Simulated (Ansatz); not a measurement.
Born–Oppenheimer molecular dynamics of ClFH7NSn (11 atoms, charge 0, multiplicity 1). It starts at the highest image of a converged band. Of that band: The top lies less than 8 meV above the higher end, about what the thresholds resolve: that end is a shoulder or a very shallow well. A vibrational analysis at the climbing image gives one clearly imaginary mode, 134i cm⁻¹: a first-order saddle point.

Theory: RKS LDA/def2-SVP in Ansatz.

```
ensemble                      : NVE (velocity Verlet)
time step                     : 0.5 fs
steps asked                   : 200
starting velocities drawn for : 100 K
seed                          : 9333
```

First frame:

```xyz
11
Properties=species:S:1:pos:R:3
Sn -0.745 0.984 -1.492
Cl 1.231 -0.662 -1.216
H -0.928 0.134 -2.990
H 0.285 2.358 -1.531
H -2.372 1.501 -1.142
H -0.141 -0.280 1.246
F -0.917 0.460 0.556
H 1.192 -1.063 0.662
N 0.705 -0.982 1.627
H 0.370 -1.899 1.950
H 1.320 -0.551 2.330
```

(1) How far do the bonds stretch over the last three quarters of this one trajectory? (Pairs bonded in most of those frames.)

## Answers

(1) 
```
   bond  mean (Å)  spread (Å)  shortest  longest
Sn1–Cl2     2.549       0.045      2.44     2.59
 Sn1–H3     1.743       0.022      1.70     1.78
 Sn1–H4     1.719       0.023      1.68     1.75
 Sn1–H5     1.735       0.023      1.70     1.77
 Sn1–F7     2.173       0.046      2.11     2.27
  H6–N9     1.209       0.050      1.13     1.32
  H8–N9     1.070       0.026      1.02     1.12
 N9–H10     1.029       0.007      1.02     1.04
 N9–H11     1.030       0.008      1.02     1.04
```

Mean temperature of the second half: 112 K. The conserved energy stayed within 0.06 meV per atom of its start (net change 0.021 meV per atom), so the integration is sound. A run of 0.1 ps of so small a system gives no equilibrium averages. The orbitals stay closed-shell, which can raise the energy where a bond breaks towards radicals; this wasn't checked here.

Time of the run: 4.5 min on 2 threads of Arm Neoverse V1, with other jobs on the host, peak memory 0.14 GiB.
